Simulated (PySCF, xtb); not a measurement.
InI₃, SMILES [I][In]([I])[I].

Harmonic wavenumbers (cm⁻¹) from GFN2-xTB in xtb at its own minimum, in rising order: 46, 46, 56, 150, 251, 251.

**Question.** What does PBE0-D3(BJ)/def2-SVP (PySCF 2.14.0) give at its own minimum? (The exact figures need the calculation; the answer reports its results.)

**Answer.** 46, 46, 64, 149, 234, 234. Paired by order, the mean absolute difference is 7 cm⁻¹ and the zero-point energies are 1.1 and 1.1 kcal/mol.
